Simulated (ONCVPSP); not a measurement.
**rhenium (Re): one change to an ONCV potential, before and after**

| Property | Result |
| --- | --- |
| Element | rhenium |
| Generator | ONCVPSP 4.0.1 |
| Type | optimised norm-conserving Vanderbilt (ONCV) |
| Functional | PBEsol |
| Relativity | scalar-relativistic |
| Frozen core | [Kr] 4d10 4f14 |
| Valence charge | 15 |
| Reference configuration | 5s2 5p6 5d5 6s1 (charge +1) |
| Partial waves | 5s+6s: rc 1.70 bohr, ncon 4, nbas 8, qcut 6.3 1/bohr, 2 projectors; 5p: rc 1.65 bohr, ncon 3, nbas 8, qcut 6.7 1/bohr, 2 projectors, debl 0.8 Ha; 5d: rc 2.65 bohr, ncon 4, nbas 9, qcut 5.6 1/bohr, 2 projectors, debl 1.2 Ha |
| Local potential | polynomial inside 1.60 bohr (lpopt 5, dvloc0 0 Ha) |
| Core correction | polynomial model core, fcfact 0.5 |

In the p channel the program set the typed energies aside and used -2.016, 0.250 Ha.

All-electron outer shells of the reference configuration (PBEsol, scalar-relativistic, ld1.x):

```json
{"shell": "5s", "level (eV)": "-93.08", "outermost node (bohr)": "0.52", "outermost maximum (bohr)": "0.93"}
{"shell": "5p", "level (eV)": "-54.85", "outermost node (bohr)": "0.56", "outermost maximum (bohr)": "1.06"}
{"shell": "4f", "level (eV)": "-50.12", "outermost node (bohr)": "–", "outermost maximum (bohr)": "0.41"}
{"shell": "5d", "level (eV)": "-12.99", "outermost node (bohr)": "0.62", "outermost maximum (bohr)": "1.41"}
{"shell": "6s", "level (eV)": "-12.73", "outermost node (bohr)": "1.24", "outermost maximum (bohr)": "2.48"}
```

Change: all radii but the core radius scaled by about 0.90 (s 1.52, p 1.48, d 2.38 bohr); local potential polynomial inside 1.44 bohr (lpopt 5, dvloc0 0 Ha).

Cutoffs: the cutoffs (Ha) at which the residual kinetic energy of the hardest occupied pseudo-wave falls to 1 and 0.1 mHa per electron; they do not see the model core or the augmentation charge, which bear on the density cutoff. Errors are all-electron minus pseudo energies relative to the spin-unpolarised reference configuration.

**Question.** Predict the effect on cutoff, ghosts and configuration errors.

**Answer.** The potential gets harder (16 Ha and 20 Ha → 19 Ha and 66 Ha); of the 4 tests that both files solve, the error grows in 1 and shrinks in 2 by more than 15 % and 0.3 meV (median size 3.0 → 5.0 meV); neither file shows a bound ghost. A smaller radius makes the pseudo-wave follow the all-electron one further in, where it bends more sharply, so more plane waves are needed.

```tsv
quantity	base	changed
cutoff, loose	16 Ha	19 Ha
cutoff, tight	20 Ha	66 Ha
loose cutoff by channel	s 16 Ha, p 11 Ha, d 11 Ha	s 19 Ha, p 17 Ha, d 12 Ha
bound ghosts	none	none
GHOST(+) flags under 300 eV	s at 281.5 eV	s at 253.6 eV
error for 5s2 5p6 5d5 6s2, meV [ΔE -9.29 eV]	+2.5	+2.5
error for 5s2 5p6 5d5 6s0, meV [ΔE 16.34 eV]	-8.8	-7.4
error for 5s2 5p6 5d4 6s0, meV [ΔE 43.50 eV]	-3.5	-12
error for 5s2 5p6 5d5 6s0 6p2, meV [ΔE 0.67 eV]	-0.9	+0.1
rms error of d²Exc/dni dnj with the model core, mHa	1.35	1.02
```
